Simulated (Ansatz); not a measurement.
(OH)3Si-NH-SiH3 (Si2NO3H7). Total charge 0; singlet. Geometry PBE0-D4/def2-SVP, basis def2-TZVP, Ansatz.

```csv
run,HOMO (eV),LUMO (eV)
A,-10.53,2.20
B,-6.63,-0.28
C,-6.31,-0.80
D,-7.73,0.06
```

LC-ωPBE has ω = 0.4 bohr⁻¹.

Problem. The runs used LC-ωPBE, PBE, PBE0, r2SCAN. Estimate which is which.

Solution. A LC-ωPBE (range-separated); B r2SCAN (0 % exact exchange); C PBE (0 % exact exchange); D PBE0 (25 % exact exchange). Exact exchange lowers occupied and raises empty levels; among semilocal functionals meta-GGAs tend to open the gap a little, and such runs are hard to tell apart. The gap grows from 5.52 eV (PBE) to 12.73 eV (LC-ωPBE).
